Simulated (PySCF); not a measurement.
Isomers of C5H6F3N3.

All values: PBE0/pcSseg-1 (PySCF) at GFN2-xTB geometries, gas phase, one conformer each.

**Question.** Rank by LUMO energy, lowest first.
A. `[CH3:1][c:2]1[cH:3][n:4]([CH2:5][C:6]([F:7])([F:8])[F:9])[n:10][n:11]1` with C3–N4–C5–C6 -66°
B. `[CH3:1][CH2:2][n:3]1[n:4][n:5][cH:6][c:7]1[C:8]([F:9])([F:10])[F:11]` with C1–C2–N3–N4 -89°
C. `Cc1n(C)c(C(F)(F)F)nn1`

**Answer.** B (-0.90 eV), C (-0.55 eV), A (-0.41 eV).

**Question.** Rank by HOMO energy, highest first.
A. `[CH3:1][CH2:2][n:3]1[n:4][n:5][cH:6][c:7]1[C:8]([F:9])([F:10])[F:11]` with C1–C2–N3–N4 -89°
B. `[CH3:1][c:2]1[cH:3][n:4][n:5]([CH2:6][C:7]([F:8])([F:9])[F:10])[n:11]1` with N4–N5–C6–C7 -87°
C. `[CH3:1][c:2]1[cH:3][n:4]([CH2:5][C:6]([F:7])([F:8])[F:9])[n:10][n:11]1` with C3–N4–C5–C6 -66°
D. `C(F)(F)(c1nn(nc1C)C)F`

**Answer.** C (-7.50 eV), B (-7.68 eV), D (-7.87 eV), A (-8.11 eV).

**Question.** Rank by HOMO–LUMO gap, highest first.
A. `[CH3:1][CH2:2][n:3]1[n:4][n:5][cH:6][c:7]1[C:8]([F:9])([F:10])[F:11]` with C1–C2–N3–N4 -89°
B. `Cc1nnc(C(F)(F)F)n1C`
C. `[CH3:1][c:2]1[cH:3][n:4][n:5]([CH2:6][C:7]([F:8])([F:9])[F:10])[n:11]1` with N4–N5–C6–C7 -87°

**Answer.** C (7.34 eV), A (7.21 eV), B (7.05 eV).

All values together:

| SMILES | μ (D) | HOMO (eV) | LUMO (eV) | lowest IAO charge (e) | highest IAO charge (e) | lowest Hirshfeld charge (e) | highest Hirshfeld charge (e) |
| --- | --- | --- | --- | --- | --- | --- | --- |
| Cc1nn(C)nc1C(F)(F)F | 3.09 | -7.87 | -0.50 | -0.441 (C) | +0.805 (C) | -0.133 (N) | +0.259 (C) |
| Cc1cn(CC(F)(F)F)nn1 | 3.52 | -7.50 | -0.41 | -0.437 (C) | +0.808 (C) | -0.137 (N) | +0.261 (C) |
| Cc1cnn(CC(F)(F)F)n1 | 2.27 | -7.68 | -0.34 | -0.437 (C) | +0.808 (C) | -0.138 (N) | +0.258 (C) |
| Cc1nnc(C(F)(F)F)n1C | 6.16 | -7.59 | -0.55 | -0.447 (C) | +0.800 (C) | -0.160 (N) | +0.261 (C) |
| Cc1cnnn1CC(F)(F)F | 4.68 | -7.56 | -0.30 | -0.439 (C) | +0.808 (C) | -0.137 (N) | +0.260 (C) |
| CCn1nncc1C(F)(F)F | 2.62 | -8.11 | -0.90 | -0.427 (C) | +0.802 (C) | -0.136 (N) | +0.262 (C) |

Conformers: `[CH3:1][c:2]1[cH:3][n:4]([CH2:5][C:6]([F:7])([F:8])[F:9])[n:10][n:11]1` with C3–N4–C5–C6 -66°; `[CH3:1][c:2]1[cH:3][n:4][n:5]([CH2:6][C:7]([F:8])([F:9])[F:10])[n:11]1` with N4–N5–C6–C7 -87°; `[CH3:1][c:2]1[cH:3][n:4][n:5][n:6]1[CH2:7][C:8]([F:9])([F:10])[F:11]` with N5–N6–C7–C8 94°; `[CH3:1][CH2:2][n:3]1[n:4][n:5][cH:6][c:7]1[C:8]([F:9])([F:10])[F:11]` with C1–C2–N3–N4 -89°.
